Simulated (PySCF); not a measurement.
RbB and its ions

UHF-CCSD; basis Rb def2-SVPD with ECP28, B def2-SVPD; scalar-relativistic core potentials; PySCF 2.14. Neutral (UHF): triplet (σ ↑, π ↑), Re = 3.060 Å, ωe = 242 cm⁻¹, De = 0.55 eV.

RbB⁺ (UHF): doublet (σ ↑), Re = 3.623 Å, ωe = 121 cm⁻¹, De = 0.28 eV to Rb⁺ + B. The energies at the minima are -48.44323 hartree for RbB and -48.28336 for RbB⁺.

Q: Work out the adiabatic ionisation energy, without and with harmonic zero-point energies (1 hartree = 27.2114 eV, 1 eV = 8065.5 cm⁻¹), and the change of the bond length.

A: At UHF-CCSD: 0.15987 hartree = 4.350 eV between the minima; the zero-point term (121.0 − 242.0)/2 cm⁻¹ = -0.008 eV makes it 4.343 eV. Re changes by +56.3 pm against the neutral. The electron leaves a π orbital, and the ion is left as a loose complex of an ion and an atom.

Correlated steps freeze 1 core orbital. Weak bonds: RbB⁺. Basis-set superposition, not corrected here, can be much of De in a small basis, most of all at correlated wavefunction levels. Spin–orbit coupling is left out. For an ion De counts to the pair picked by the measured ionisation energies or electron affinities, which need not be the lowest pair at this level. States were picked by a PBE0 search and need not be the measured ground states.
